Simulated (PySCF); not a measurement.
CF3CH2CO2H, C3H3F3O2.
SMILES: `O=C(O)CC(F)(F)F`

Torsions of this conformer, `[O:1]=[C:2]([OH:3])[CH2:4][C:5]([F:6])([F:7])[F:8]`: O1–C2–C4–C5 115°, C2–C4–C5–F6 -173°, H–O3–C2–O1 -2°.

The closed-shell ground state was solved at several levels (PySCF, density fitting, gas phase, non-relativistic). Isolated species at its PBE0-D3(BJ)/def2-TZVP geometry (one conformer only).

| level | basis functions | total energy (Eh) | HOMO (eV) | LUMO (eV) | gap (eV) | dipole (D) |
| --- | --- | --- | --- | --- | --- | --- |
| wB97X-D/pcSseg-2 | 330 | -566.2051 | -10.68 | 1.34 | 12.02 | 1.93 |
| B97-2/pcSseg-2 | 330 | -566.1872 | -8.45 | -0.61 | 7.84 | 1.91 |
| KT3/pcSseg-2 | 330 | -573.6939 | -7.20 | -1.60 | 5.60 | 1.82 |

Estimate the row for PBE0/pcSseg-2, a basis of 330 functions; the other rows only guide the guess.

Total energy -565.8011 Eh, HOMO -8.76 eV, LUMO -0.55 eV, gap 8.21 eV, dipole 1.92 D.

Over all these levels, which gives the widest orbital gap and which the narrowest?

wB97X-D/pcSseg-2 (range-separated hybrid) has the widest, 12.02 eV, and KT3/pcSseg-2 (GGA) the narrowest, 5.60 eV. From the narrowest to the widest the HOMO moves by -3.48 eV and the LUMO by +2.94 eV.

In the pcSseg-2 basis, how does the gap go with the fixed share of exact exchange?

KT3 (0 %) 5.60 eV; B97-2 (21 %) 7.84 eV; PBE0 (25 %) 8.21 eV. Each rise in the share widens the gap here.

How far do the dipole and the HOMO energy spread over the levels?

The dipole runs from 1.82 to 1.93 D (mean 1.89 D) and the HOMO from -10.68 to -7.20 eV.

wB97X-D is run here without its empirical dispersion term; that term would change no orbital, density or response property at a fixed geometry.
